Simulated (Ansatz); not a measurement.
Geometry optimisation, RKS PBE0/def2-SVP (Ansatz).

Input:

```yaml
crystal:
  periodic: [false, false, false]
  atoms:
    - { symbol: "N", position_ang: [-0.10165, 1.4041, -0.59415] }
    - { symbol: C, position_ang: [-0.04093, 0.07065, -0.69765] }
    - { symbol: Si, position_ang: [0.07965, -0.99898, 0.87328] }
    - { symbol: S, position_ang: [-0.02143, -0.64259, -2.17927] }
    - { symbol: H, position_ang: [-0.14207, 1.96628, -1.43223] }
    - { symbol: H, position_ang: [-0.11758, 1.86536, 0.2998] }
    - { symbol: H, position_ang: [1.50168, -1.14047, 1.18072] }
    - { symbol: H, position_ang: [-0.56542, -2.27509, 0.60775] }
    - { symbol: H, position_ang: [-0.59226, -0.24927, 1.94176] }
basis:
  gaussian: { orbitals: def2-SVP }
hamiltonian:
  xc: pbe0
relax:
  f_tol: 0.015
  max_steps: 40
```

Run as:

```bash
$ ansatz run input.yaml --threads 1 --pin off --max-ram 2048MiB --backend cpu --events-out ev --progress --plain --runs-dir out
```

Problem. Where does it end, and by what steps?

Solution. It converged. After 8 steps the energy has fallen by 0.089 eV; S4 moved furthest, 0.44 Å.

```csv
step,energy less start (eV),largest force component (eV/Å),accepted
0,0.0000,0.700,yes
1,-0.0582,0.210,yes
2,-0.0664,0.093,yes
3,-0.0723,0.293,yes
4,-0.0806,0.175,yes
5,-0.0873,0.032,yes
6,-0.0884,0.125,yes
7,-0.0891,0.034,yes
8,-0.0893,0.009,yes
```

```xyz
9
Properties=species:S:1:pos:R:3
N -0.242 1.415 -0.612
C 0.062 0.116 -0.711
Si 0.110 -0.971 0.851
S 0.416 -0.649 -2.128
H -0.259 1.985 -1.454
H -0.451 1.852 0.277
H 1.488 -1.510 1.013
H -0.878 -2.074 0.696
H -0.245 -0.164 2.068
```

Whether the end is a true minimum wasn't checked by a vibrational analysis.

Run time: 35 s on 1 thread of Arm Neoverse V2, on a shared host, peak memory 0.17 GiB.
